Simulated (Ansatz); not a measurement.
Breaking the C4–H7 bond in C2H6Se (SMILES CC[SeH]) (multiplicity 1 held, fragments rigid). Energies count from the point at 1.090 Å.
Geometry at that point (charge 0, multiplicity 1):
```xyz
9

Se    -0.555    -0.212     0.554
H     -1.526    -0.059    -0.543
C      1.032    -0.248    -0.629
C      1.249     1.037    -1.408
H      0.934    -1.111    -1.284
H      1.856    -0.443     0.057
H      1.345     1.892    -0.738
H      0.416     1.233    -2.084
H      2.160     0.966    -2.009
```

Signs of static correlation in cc-pVTZ, with CASSCF(2,2), from Ansatz (a program for electronic structure) runs.

| R (Å) | T1 of restricted CCSD | largest double amplitude of restricted CCSD | CASSCF natural occupations |
|---|---|---|---|
| 0.872 | 0.009 | 0.025 | 1.99 0.01 |
| 0.981 | 0.009 | 0.024 | 1.99 0.01 |
| 1.090 | 0.009 | 0.024 | 1.98 0.02 |
| 1.199 | 0.009 | 0.023 | 1.98 0.02 |
| 1.308 | 0.010 | 0.021 | 1.97 0.03 |
| 1.472 | 0.011 | 0.025 | 1.94 0.06 |
| 1.635 | 0.012 | 0.036 | 1.91 0.09 |
| 1.908 | (withheld) | 0.154 | 1.83 0.17 |
| 2.180 | 0.024 | 0.224 | 1.71 0.29 |
| 2.507 | 0.035 | (withheld) | 1.54 0.46 |
| 2.943 | 0.052 | 0.571 | 1.32 0.68 |
| 3.488 | 0.067 | 0.748 | 1.15 0.85 |

Q: Complete the blanks.

A: 
- 1.908, T1 of restricted CCSD: 0.017
- 2.507, largest double amplitude of restricted CCSD: 0.385

Doubts at one or more of the structures used: a restricted determinant that unrestricted orbitals would lower (R-CCSD(T)/cc-pVTZ); other coupled-cluster roots lie near (R-CCSD(T)/cc-pVTZ); T1 above 0.05 (R-CCSD(T)/cc-pVTZ).
